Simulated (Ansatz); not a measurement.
Cost and result up the ladder for the cluster Hg4S3 (7 atoms). Total charge 0; singlet. Geometry: r2SCAN-D4/def2-SVP.

```tsv
atom	x (Å)	y (Å)	z (Å)
Hg1	-1.725	1.271	0.658
Hg2	2.145	0.749	0.303
Hg3	-0.057	-1.083	1.422
Hg4	2.461	-0.605	-2.700
S5	-0.678	-1.403	-1.058
S6	-1.381	0.466	2.912
S7	-0.766	0.605	-1.539
```

Ansatz on 4 threads of Arm Neoverse V2 on a shared host. Times are rough, and most runs start from the orbitals of an earlier one. r2SCAN0-D4/def2-TZVP serves as the yardstick here, not as an exact answer. Differences are given only for rows in sets of like size (and for xTB, whose basis is part of the method), since another set adds its own error. Binding counts from free atoms at the same level (Hg singlet, S triplet; other spins of the atoms weren't run), without zero-point energy or a counterpoise term.

In the def2 sets Hg takes a core potential; there is no spin–orbit coupling. Correlated methods freeze 15 core orbitals; core or outer-core shells of Hg are correlated, in sets that lack core-valence functions. Another isomer (singlet) lies 1.56 eV lower at PBE0-D4/def2-TZVP; other spin states weren't run for this one.

Correlated methods converge slowly with the basis.

```
                         level  functions  wall time  binding energy per atom (eV)  difference from r2SCAN0-D4/def2-TZVP (eV)
         LDA (SPW92)/def2-TZVP        283      3.2 s                          1.60                                       0.55
               PBE-D4/def2-SVP        182      3.2 s                          1.13                                          –
              PBE0-D4/def2-SVP        182        6 s                          1.01                                          –
PBE-D4/def2-TZVP (with forces)        283      7.5 s                          1.22                                       0.17
                  HF/def2-TZVP        283       12 s                          0.19                                      -0.86
                 MP2/def2-TZVP        283       13 s                          1.03                                      -0.02
           r2SCAN-D4/def2-TZVP        283       16 s                          1.16                                       0.11
             PBE0-D4/def2-TZVP        283       16 s                          1.11                                       0.06
             RPA@PBE/def2-TZVP        283       21 s                          0.83                                      -0.22
          r2SCAN0-D4/def2-TZVP        283       22 s                          1.05                                       0.00
```
